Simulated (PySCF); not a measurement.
C6H10O2SSi2, SMILES COC(=O)[SiH2][SiH2]c1cccs1, GFN2-xTB optimised geometry.

```
21

C      0.03     1.05     3.68
O     -0.50    -0.18     3.20
C     -1.83    -0.34     3.18
O     -2.61     0.49     3.56
Si    -2.21    -2.03     2.35
Si    -1.54    -1.81     0.14
C     -0.35    -0.36     0.00
C      1.01    -0.36     0.00
C      1.58     0.93     0.00
C      0.64     1.91     0.01
S     -0.95     1.27     0.01
H      0.94     1.25     3.11
H     -0.71     1.84     3.53
H      0.26     0.96     4.74
H     -3.64    -2.28     2.57
H     -1.45    -3.02     3.11
H     -0.80    -2.97    -0.37
H     -2.64    -1.55    -0.80
H      1.59    -1.27     0.00
H      2.64     1.12    -0.01
H      0.78     2.97     0.01
```

Density from PBE/def2-SVP (PySCF 2.14.0) at that geometry.

Minimum of the electron density along straight lines between bonded atoms, close to the bond critical point (lines longer than 1.1 times the sum of covalent radii, or with two minima, are not listed):

```tsv
bond	length / Å	ρ at the minimum / e bohr⁻³	∇²ρ there / e bohr⁻⁵	position (fraction from the first atom)
C1–O2	1.423	0.244	-0.35	0.35
O2–C3	1.342	0.298	-0.30	0.66
C3–O4	1.205	0.413	0.43	0.33
C3–Si5	1.915	0.109	0.30	0.62
Si6–C7	1.878	0.110	0.35	0.39
C7–C8	1.365	0.316	-0.76	0.51
C8–C9	1.410	0.294	-0.69	0.50
C9–C10	1.358	0.320	-0.79	0.49
C7–S11	1.737	0.206	-0.39	0.46
C10–S11	1.717	0.215	-0.45	0.47
C1–H12	1.088	0.282	-1.08	0.64
C1–H13	1.092	0.281	-1.08	0.65
C1–H14	1.091	0.279	-1.05	0.64
Si5–H15	1.464	0.116	0.31	0.49
Si5–H16	1.467	0.115	0.31	0.49
Si6–H17	1.469	0.115	0.31	0.49
Si6–H18	1.470	0.115	0.31	0.49
C8–H19	1.076	0.282	-1.07	0.63
C9–H20	1.076	0.281	-1.06	0.63
C10–H21	1.072	0.283	-1.09	0.64
```
